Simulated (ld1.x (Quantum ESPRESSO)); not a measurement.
**Se: one change to an RRKJ potential, before and after**

- Element: Se (Z = 34)
- Generator: ld1.x (Quantum ESPRESSO) 7.5
- Type: norm-conserving RRKJ (Kleinman–Bylander form)
- Functional: Wu–Cohen
- Relativity: scalar-relativistic
- Frozen core: [Ar] 3d10
- Valence charge: 6
- Reference configuration: 4s2 4p4
- Partial waves: 4p (bound): rc 1.70 bohr; 4s (bound): rc 1.30 bohr
- Local potential: the s channel
- Core correction: a·sin(br)/r model core inside 0.90 bohr
- rho0: 0.001

Change: wave 4p (bound): rc 1.70 bohr becomes 4p (bound): rc 1.38 bohr.

Cutoffs: the cutoffs (Ry, on a coarse ladder) from which the occupation-weighted sum of valence levels, in a spherical-Bessel basis at the reference potential, stays within 10 and 1 mRy of its value at 400 Ry; they do not see the model core or the augmentation charge, which bear on the density cutoff. Errors are all-electron minus pseudo energies relative to the spin-unpolarised reference configuration.

How do hardness, ghosts and transferability respond?

The potential gets neither clearly harder nor softer (45 Ry and 90 Ry → 50 Ry and 90 Ry); a bound ghost appears in p, which as a rule spoils a file; of the 7 tests that both files solve, the error grows in 3 and shrinks in 1 by more than 15 % and 0.3 meV (median size 16.8 → 19.9 meV).

| quantity | base | changed |
| --- | --- | --- |
| cutoff, loose | 45 Ry | 50 Ry |
| cutoff, tight | 90 Ry | 90 Ry |
| loose cutoff by channel (10 mRy a level) | p 30 Ry, s 35 Ry | p 25 Ry, s 35 Ry |
| bound ghosts | none | p |
| error for 4s2 4p3, meV [ΔE 10.86 eV] | -4.0 | -4.4 |
| error for 4s2 4p2, meV [ΔE 31.25 eV] | -17 | -21 |
| error for 4s2 4p1, meV [ΔE 62.21 eV] | -43 | -61 |
| error for 4s2 4p3.5, meV [ΔE 4.31 eV] | -1.2 | -1.2 |
| error for 4s2 4p0, meV [ΔE 104.50 eV] | -86 | -136 |
| error for 4s2 4p4.3, meV [ΔE -1.59 eV] | +0.2 | +0.2 |
| error for 4s1 4p4, meV [ΔE 22.43 eV] | -24 | -20 |

 A true bound ghost makes a file unfit for plane-wave use even where its test errors are small: the radial tests pick states by their node count and pass the ghost by.
